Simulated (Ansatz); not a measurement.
Input file for Ansatz (a first-principles code): R-CCSD(T)/def2-SVP on ClH3PbSi (SMILES [SiH3][Pb][Cl]), a point of a torsion scan. Elements past Kr take the def2 small-core potentials; no spin–orbit coupling. The run froze 19 orbitals, filled d shells among them.

Ansatz 0.2 input:
```yaml
crystal:
  periodic: [false, false, false]
  atoms:
    - {symbol: Si, position_ang: [-0.74087753, -0.04872506, 0.01088193]}
    - {symbol: Pb, position_ang: [1.69957908, -1.17862400, -0.13847035]}
    - {symbol: Cl, position_ang: [1.18105666, -2.97635279, 1.53254921]}
    - {symbol: H, position_ang: [-1.12762598, 0.44066219, 1.33273652]}
    - {symbol: H, position_ang: [-1.85202632, -0.90016816, -0.41086245]}
    - {symbol: H, position_ang: [-0.87711619, 1.13789869, -0.84670368]}
basis:
  gaussian:
    orbitals: def2-SVP
magnetization: {spin_polarized: false}
correlation: {method: ccsd_t, electrons: outside_noble_gas}
scf: {lower_state_search: off}
```

Output:

```
WARN ansatz: RAYON_NUM_THREADS=1 ignored (pool sized by the plan → 1); use --threads N
Functional definition: HF
these checks for a lower state are left out or cut short: stability, starts, cluster_reference, orbital_swaps, neighbouring_geometries, increment
integrals: 0.06 GiB planned
826 factors; integrals over basis functions are off by at most 1.0e-3 eV
mean field: 0.21 GiB planned
mean field evaluation 1: about -25626.3469 eV, gradient 1.8e1 eV
mean field evaluation 2: about -25626.3878 eV, gradient 1.8e1 eV
mean field evaluation 4: about -25627.9385 eV, gradient 1.9e0 eV
mean field evaluation 8: about -25627.9742 eV, gradient 1.1e-1 eV
mean field -25627.97440722 eV, -941.8106882005 hartree, gradient 1.1e-6 eV, S^2 0.000000; 0 other end points of the search recorded, 0 dependent functions left out
19 core orbitals not correlated
reference -25627.97440722 eV, -941.8106882005 hartree; 9, 9 occupied and 49, 49 virtual orbitals, 826 factors
second order -7.88730830 eV of doubles, -0.00000000 eV of singles
coupled cluster: 0.14 GiB planned
cycle   1  -8.76703709 eV  change   -8.8e-1 eV  update   8.7e-2
cycle   2  -9.07268762 eV  change   -3.1e-1 eV  update   2.9e-2
cycle   3  -9.13301974 eV  change   -6.0e-2 eV  update   1.7e-2
cycle   4  -9.12920919 eV  change    3.8e-3 eV  update   5.3e-3
cycle   5  -9.12733210 eV  change    1.9e-3 eV  update   2.0e-3
cycle   6  -9.12724666 eV  change    8.5e-5 eV  update   8.2e-4
cycle   7  -9.12729451 eV  change   -4.8e-5 eV  update   3.1e-4
cycle   8  -9.12736167 eV  change   -6.7e-5 eV  update   1.0e-4
cycle   9  -9.12737065 eV  change   -9.0e-6 eV  update   3.6e-5
cycle  10  -9.12735964 eV  change    1.1e-5 eV  update   1.3e-5
perturbative correction -0.23092433 eV, -0.0084863125 hartree
Total energy: -25637.33269119 eV, -942.1545987929 hartree
Checks for a lower state left out: stability, starts, cluster_reference, orbital_swaps, neighbouring_geometries, increment
```

The run converged.

Cost: around 3 core-seconds (rough).
